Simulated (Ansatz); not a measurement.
Z-matrix (Å, degrees):
```
Si
O 1 1.629
Cl 1 2.049 2 109.9
H 1 1.477 2 110.3 3 118.5
H 1 1.475 2 108.0 3 -117.9
Si 2 1.629 1 144.1 3 -44.2
Cl 6 2.049 2 109.9 1 -44.5
H 6 1.475 2 108.0 1 -162.4
H 6 1.477 2 110.3 1 74.1
```

The species carries charge 0 and has multiplicity 1.

Q: List the PBE0/def2-TZVPP orbital energies in eV (the Gaussian-basis code of Ansatz). (Best estimate.)

A: The calculation gave: Occupied: -2767.53, -2767.53, -1804.32, -1804.32, -523.45, -259.39, -259.39, -197.66, -197.66, -197.54, -197.54, -197.53, -197.53, -146.47, -146.47, -101.18, -101.18, -101.13, -101.13, -101.08, -101.08, -28.72, -23.34, -23.29, -17.06, -14.46, -12.89, -12.48, -12.40, -11.05, -10.97, -10.24, -9.95, -9.63, -9.50, -9.05, -8.97. Lowest empty: 0.02, 0.51, 0.55, 0.94, 1.43, 1.92, 1.96, 2.69.
